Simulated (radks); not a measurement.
The lanthanum ion La2+ inside a hard spherical wall (all orbitals vanish at R), configuration held at [Xe] 5d1 and not refilled when levels cross. Method: scalar-relativistic Kohn-Sham, r2SCAN, spin-polarised, spherical densities, finite nucleus; open shells are filled with parallel spins first (spin-orbit coupling, left out, can overturn this in heavy ions); meta-GGA in the generalised Kohn-Sham scheme; Fermi nuclear charge, rms radius 4.855 fm; computed with a radial shooting solver on a logarithmic mesh with Libxc functionals. Eigenvalues in eV for spin up, with the zero of energy where the potential of the charges vanishes at infinity; a dash marks a level that is unbound or too diffuse for the functional's potential to be trusted. A positive occupied level is held by the wall or, in an anion where self-interaction has pushed it up, behind a barrier. The pressure on the wall is -dE/dV.

\begin{tabular}{lrrrrrrrrr}
R (bohr) & E (hartree) & kinetic (hartree) & e(4d) & e(5s) & e(5p) & e(4f, empty) & e(5d) & e(6s, empty) & pressure (GPa) \\ \hline
free & -8493.3608 & 8983.812 & -118.27 & -52.636 & -35.754 & -16.388 & -14.738 & -13.076 & 0 \\
20 & -8493.3608 & 8983.812 & -118.27 & -52.636 & -35.754 & -16.388 & -14.738 & -13.076 & < 0.0001 \\
15 & -8493.3608 & 8983.812 & -118.27 & -52.636 & -35.754 & -16.388 & -14.738 & -13.076 & < 0.0001 \\
6 & -8493.3552 & 8983.856 & -118.05 & -52.454 & -35.589 & -16.186 & -14.465 & -11.885 & 0.560 \\
5 & -8493.3335 & 8984.006 & -117.56 & -52.066 & -35.227 & -15.725 & -13.727 & -9.190 & 4.23 \\
3.5 & -8492.9079 & 8986.679 & -112.78 & -48.521 & -31.318 & -11.231 & -6.670 & 11.600 & 182 \\
2.5 & -8489.2097 & 9004.055 & -94.826 & -31.733 & -10.869 & 6.452 & 23.496 & 87.782 & 3630 \\
2 & -8479.3597 & 9041.980 & -70.305 & 3.011 & 30.745 & 32.966 & 77.701 & 212.15 & 21000 \\
\end{tabular}
